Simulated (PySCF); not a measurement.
Dipole response of B²⁺ (boron, charge +2)

[He] 2s1, 2S determinant. Calculation: PySCF 2.14, in dyall-acv3z (15s9p4d2f, 76 functions); the non-relativistic Hamiltonian (point nucleus). Coupled (time-dependent) response in atomic units; α is the mean over directions.

```
 method  mean α (bohr³)  C₆ (like pair)  S(−4)
    UHF           7.948           11.17  156.0
    PBE           6.986           9.274  120.3
   PBE0           7.202           9.689  127.8
wB97X-V           7.253           9.901  126.4
 PBEsol           6.927           9.189  117.5
```

S(−4) is the Cauchy moment in α(ω) = α(0) + S(−4) ω² + …

α(iu) at UHF:

```
u (hartree)  α(iu) (bohr³)
          0          7.948
     0.0500          7.577
      0.100          6.653
      0.200          4.515
      0.300          3.000
      0.500          1.535
      0.750         0.8517
       1.00         0.5555
       1.50         0.3018
       2.00         0.1949
       3.00         0.1054
       5.00        0.04980
```

A single London oscillator, α(iu) = α/(1 + u²/ω²), gives C₆ = (3/4) ω α². Matching the computed C₆ needs ω = 4 × 11.17 / (3 × 7.948²) = 0.236 hartree.

For an ion, C₆ is the dispersion term alone; charge-induced terms of lower order in 1/R come first.
